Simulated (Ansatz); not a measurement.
Molecule: SO₃, net charge 1, doublet state. 
Geometry from a B3LYP-D3(BJ)/def2-TZVP (Ansatz, a program for electronic structure) optimisation:
```xyz
4

O     -0.7262    -1.2279    -0.0008
S      0.0000     0.0000     0.0000
O     -0.6989     1.2421    -0.0618
O      1.4251    -0.0142     0.0626
```
Charge +1, spin multiplicity 2.

Parts of the frozen-core correlation energy in STO-3G (Ansatz, hartree). Frozen orbitals: 8; correlated occupied orbitals by spin: 12 and 11; virtual: 4 and 5. Open shells are spin-unrestricted. Spin-orbit coupling is left out. Non-relativistic.

```
term                            value
-------------------------  ----------
reference (HF)             -614.07120
MP2 opposite-spin            -0.07372
MP2 same-spin                -0.02308
CCSD correlation             -0.14893
(T)                          -0.00942
T1 diagnostic                   0.055
largest doubles amplitude       0.243
<S^2> of the reference          1.620
```
